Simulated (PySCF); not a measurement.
Mg(OH)(SH) (H2MgOS), SMILES [SH][Mg][OH].

Coordinates come from a ωB97X-D3(BJ)/def2-TZVP optimisation. Other conformers were not sampled.

Method: TDA-LC-ωPBE/def2-SVPD run with PySCF.

Vertical excitations. Isolated molecule, no solvent. State labels are in the subgroup Cs.

| state | symmetry | energy (eV) | λ (nm) | f | main pairs |
|---|---|---|---|---|---|
| S1 | A" | 5.39 | 230 | 0.061 | HOMO→LUMO 87 % |
| S2 | A" | 6.37 | 195 | 0.018 | HOMO→LUMO+4 34 %, HOMO→LUMO+1 22 %, HOMO−3→LUMO 22 %, HOMO→LUMO+3 8 % |
| S3 | A' | 6.39 | 194 | 0.056 | HOMO−2→LUMO 84 % |
| S4 | A" | 6.42 | 193 | 0.066 | HOMO−3→LUMO 62 %, HOMO→LUMO+4 12 %, HOMO→LUMO+1 12 % |
| S5 | A' | 6.68 | 185 | 0.121 | HOMO−1→LUMO 73 % |
| S6 | A" | 6.93 | 179 | 0.000 | HOMO→LUMO+8 37 %, HOMO→LUMO+1 32 %, HOMO→LUMO+3 10 %, HOMO→LUMO+9 8 % |
| S7 | A' | 7.28 | 170 | 0.121 | HOMO→LUMO+2 44 %, HOMO→LUMO+6 19 %, HOMO−1→LUMO+4 10 % |
| S8 | A" | 7.76 | 160 | 0.000 | HOMO−3→LUMO+1 70 %, HOMO−3→LUMO+4 21 % |
| S9 | A' | 7.82 | 159 | 0.101 | HOMO−1→LUMO+1 39 %, HOMO−1→LUMO+4 23 %, HOMO→LUMO+2 10 %, HOMO−2→LUMO+1 9 % |
| S10 | A' | 7.89 | 157 | 0.043 | HOMO−2→LUMO+1 37 %, HOMO−3→LUMO+2 21 %, HOMO−2→LUMO+4 10 %, HOMO−1→LUMO+1 10 % |
| T1 | A" | 5.01 | 248 | 0 | HOMO→LUMO 82 % |
| T2 | A' | 5.95 | 208 | 0 | HOMO−1→LUMO 76 % |
| T3 | A" | 5.95 | 208 | 0 | HOMO→LUMO+4 37 %, HOMO−3→LUMO 12 %, HOMO→LUMO+1 10 %, HOMO→LUMO+9 9 % |
| T4 | A' | 6.00 | 207 | 0 | HOMO−2→LUMO 80 % |
Triplets are in the Tamm–Dancoff approximation.
